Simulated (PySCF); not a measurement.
Compound: CH₃F₃OSi.
SMILES: `O[SiH2]C(F)(F)F`

All values: PBE0/def2-SVPD (PySCF, non-relativistic), on one gas-phase PBE0-D3(BJ)/def2-SVP geometry that isn't relaxed in the solvent. The solvent is an IEF-PCM continuum (cavity from Bondi-type radii × 1.2), and excitations are vertical TDDFT with non-equilibrium linear response and a frozen core. Only the electrostatic response of the medium enters.

Gas-phase singlets (H = HOMO, L = LUMO):

```json
{"state": "S1", "E (eV)": "7.271", "λ (nm)": "171", "f": "0.001", "leading configurations": "H→L 97%"}
{"state": "S2", "E (eV)": "7.992", "λ (nm)": "155", "f": "0.008", "leading configurations": "H-1→L 97%"}
{"state": "S3", "E (eV)": "8.584", "λ (nm)": "144", "f": "0.009", "leading configurations": "H→L+1 93%"}
{"state": "S4", "E (eV)": "8.864", "λ (nm)": "140", "f": "0.012", "leading configurations": "H→L+2 41%, H→L+3 32%"}
{"state": "S5", "E (eV)": "8.970", "λ (nm)": "138", "f": "0.022", "leading configurations": "H-2→L 60%, H→L+4 14%"}
```

Task: Give the list for chloroform (ε = 4.711), n² = 2.09.

Result: 
| state | E (eV) | λ (nm) | f | leading configurations | change by rank (eV) |
| --- | --- | --- | --- | --- | --- |
| S1 | 7.395 | 168 | 0.002 | H→L 97% | +0.124 |
| S2 | 8.041 | 154 | 0.012 | H-1→L 97% | +0.049 |
| S3 | 8.633 | 144 | 0.010 | H→L+1 90% | +0.049 |
| S4 | 8.867 | 140 | 0.029 | H→L+2 43%, H→L+3 32% | +0.003 |
| S5 | 9.070 | 137 | 0.004 | H-2→L 56%, H-1→L+1 16% | +0.100 |

Task: What are the lowest 5 singlets in dimethylsulfoxide (ε = 46.83)?

Result: 
| state | E (eV) | λ (nm) | f | leading configurations | change by rank (eV) |
| --- | --- | --- | --- | --- | --- |
| S1 | 7.436 | 167 | 0.002 | H→L 97% | +0.165 |
| S2 | 8.062 | 154 | 0.013 | H-1→L 97% | +0.070 |
| S3 | 8.650 | 143 | 0.010 | H→L+1 90% | +0.066 |
| S4 | 8.870 | 140 | 0.029 | H→L+2 42%, H→L+3 32% | +0.006 |
| S5 | 9.103 | 136 | 0.002 | H-2→L 43%, H-1→L+1 19% | +0.133 |

Task: The ground-state energy changes by -0.208 eV from gas to dimethylsulfoxide. By how much does the total energy of gas-phase S1 change?

Result: E(S1) = E(S0) + excitation energy, so it changes by -0.208 + 0.165 = -0.043 eV: it is lowered less than the ground state, which is what a blue shift means. This is the vertical state, with the slow part of the continuum still set for S0.

Task: How do the frontier levels move from gas to dimethylsulfoxide?

Result: 
```tsv
orbital	gas (eV)	solvent (eV)	change (eV)
LUMO+2	0.92	1.20	+0.28
LUMO+1	0.61	0.80	+0.19
LUMO	-0.48	-0.10	+0.38
HOMO	-9.22	-9.05	+0.17
HOMO-1	-9.94	-9.67	+0.27
HOMO-2	-11.02	-10.79	+0.23
HOMO-3	-11.48	-11.22	+0.26
```

The HOMO–LUMO gap goes from 8.74 to 8.95 eV.

Shape of the structure used: `[OH:1][SiH2:2][C:3]([F:4])([F:5])[F:6]`: O1–Si2–C3–F4 -58°, H–O1–Si2–C3 66°.
